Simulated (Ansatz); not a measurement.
Calculated with Ansatz (gas phase, PBE0-D4/def2-TZVP geometries, no zero-point term in ΔE). CCSD(T)/CBS adds triple-zeta CCSD(T) − MP2 to the extrapolated MP2 energy (def2 sets, frozen cores). Functionals use def2-TZVPP. For Ge outer-core shells are correlated without core-valence functions, which leaves a few kJ/mol of doubt a bond. Scalar relativity is left out up to krypton. One conformer a species, not always the lowest.

Consider the germylene formation by 1,1-elimination: `C=[C](F)[GeH2][CH3]` → `C=CF` + `[CH3][GeH]`.

```tsv
level	ΔE (eV)
PBE-D4	1.51
r2SCAN-D4	1.68
ωB97X-V	1.64
B2PLYP	1.45
PBE	1.42
CCSD/def2-TZVPP	1.59
CCSD(T)/def2-TZVPP	1.65
CCSD/CBS(def2)	1.51
```

(1) What does CCSD(T)/CBS give? (Estimate.)

Largest T1 diagnostic among the species: 0.012.

Results:

(1) Ansatz gave: +1.57 eV. The listed levels differ from it by -0.06, 0.11, 0.07, -0.12, -0.15, 0.02, 0.08, -0.06 eV.

In def2-TZVPP, CCSD(T) changes the Hartree–Fock value by +0.39 eV (the triples alone add +0.06 eV) and MP2 by +0.54 eV. The D4 term adds +0.15 eV with B3LYP and +0.08 eV with PBE0; it sums over pairs of atoms, weighted by their polarisabilities, and B3LYP, whose exchange is more repulsive, gets the larger term. From PBE to PBE0 (25 % exact exchange), in def2-TZVPP and without D4, ΔE moves by +0.11 eV.

B3LYP here is the variant with VWN-RPA as its local correlation; programs differ in this.
